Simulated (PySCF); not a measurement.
Ionising PI

r²SCAN; basis P x2c-SVPall, I x2c-SVPall; spin-free X2C with a Gaussian nucleus; PySCF 2.14. Neutral (UKS): triplet (π ↑↑), Re = 2.401 Å, ωe = 367 cm⁻¹, De = 2.50 eV, HOMO -5.86 eV, LUMO -3.56 eV.

PI⁺ (UKS): doublet (π ↑), Re = 2.284 Å, ωe = 450 cm⁻¹, De = 4.12 eV to P + I⁺. The energies at the minima are -7456.82902 hartree for PI and -7456.49989 for PI⁺.

**Question.** Work out the adiabatic ionisation energy, without and with harmonic zero-point energies (1 hartree = 27.2114 eV, 1 eV = 8065.5 cm⁻¹), and the change of the bond length.

**Answer.** At r²SCAN: 0.32913 hartree = 8.956 eV between the minima; the zero-point term (450.0 − 367.0)/2 cm⁻¹ = +0.005 eV makes it 8.961 eV. Re changes by -11.7 pm against the neutral. The electron leaves a π orbital, and the shorter bond of the ion fits an antibonding orbital, or a change in how ionic the bond is.

Spin–orbit coupling is left out, which matters for elements this heavy, above all for dissociation energies. For an ion De counts to the pair picked by the measured ionisation energies or electron affinities, which need not be the lowest pair at this level. States were picked by a PBE0 search and need not be the measured ground states.
